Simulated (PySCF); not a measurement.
## Krypton: highly charged ions in a basis for the neutral atom

Kr(9+) [Ar] 3d9, Kr(10+) [Ar] 3d8. All numbers are calculated (PySCF 2.14, the non-relativistic Hamiltonian (point nucleus), in pcseg-2 (6s5p3d1f, 43 functions)). No spin-orbit coupling, so a gap to NIST mixes the basis error with missing relativistic terms.

Changed run: basis of the neutral atom used for a highly charged ion. This setting is unsound on purpose.

```tsv
species	method	sound run (hartree)	changed run (hartree)	converged
Kr(9+)	UHF	not run	-2725.45820	yes
Kr(9+)	M06-L	not run	-2726.82251	yes
Kr(9+)	r2SCAN	not run	-2726.78959	yes
Kr(10+)	UHF	not run	-2715.48769	yes
Kr(10+)	M06-L	not run	-2716.79235	yes
Kr(10+)	r2SCAN	not run	-2716.77145	yes
```

Ionisation energy of Kr(9+):

```csv
method,changed run (eV),NIST (eV)
UHF,271.31,268 ± 3
M06-L,272.93,268 ± 3
r2SCAN,272.61,268 ± 3
```

The contracted functions were made for the neutral atom and can be too rigid for a highly charged ion.
